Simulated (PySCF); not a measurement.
C₄H₉FSi, SMILES C(=C(\[SiH2]C)F)/C. Atoms are numbered in the order given.

```xyz
15

C      2.8793     0.4152     0.0288
C      1.5355     0.1680    -0.5919
C      0.4253    -0.1541     0.0777
F      0.4775    -0.2726     1.4362
Si    -1.2946    -0.4682    -0.6247
C     -2.5243     0.6841     0.1993
H      3.2375     1.4316    -0.2044
H      2.8350     0.3016     1.1204
H      3.6286    -0.2902    -0.3672
H      1.4406     0.2536    -1.6799
H     -1.6729    -1.8890    -0.3655
H     -1.2159    -0.2454    -2.0983
H     -2.2918     1.7347    -0.0351
H     -3.5553     0.4743    -0.1261
H     -2.4746     0.5586     1.2926
```

The structure is a stationary point at ωB97X-D3(BJ)/def2-SVP. The structure was generated by enumeration; whether it is a known compound was not checked. Other conformers were not sampled.

Computed with PBE/def2-TZVP run with PySCF.

Atomic charges (e):

```csv
atom,Löwdin,IAO
C1,(withheld),-0.44
C2,(withheld),-0.18
C3,-0.39,-0.01
F4,0.17,-0.27
Si5,(withheld),0.73
C6,(withheld),-0.73
H7,(withheld),0.16
H8,(withheld),0.16
H9,(withheld),0.16
H10,0.15,0.16
H11,-0.02,-0.12
H12,-0.02,-0.12
H13,0.13,0.16
H14,0.13,0.16
H15,0.14,0.17
```

### Question
Some entries are withheld; supply them. (Estimate from the structure and the level; the computed values follow.)

### Answer

- C1, Löwdin: -0.30
- C2, Löwdin: -0.21
- Si5, Löwdin: 0.28
- C6, Löwdin: -0.46
- H7, Löwdin: 0.13
- H8, Löwdin: 0.13
- H9, Löwdin: 0.13

### Question
Give the Mayer and Wiberg (Löwdin basis) orders of the bonds. (Estimate from the structure and the level; the computed values follow.)

### Answer

```
bond     Mayer  Wiberg
-------  -----  ------
C1–C2     0.99    1.31
C2–C3     1.78    2.00
C3–F4     1.01    1.67
C3–Si5    1.00    1.06
Si5–C6    1.02    1.25
C1–H7     0.95    0.89
C1–H8     0.96    0.89
C1–H9     0.95    0.89
C2–H10    0.94    0.81
Si5–H11   0.94    0.91
Si5–H12   0.94    0.91
C6–H13    0.94    0.90
C6–H14    0.95    0.90
C6–H15    0.94    0.90
```
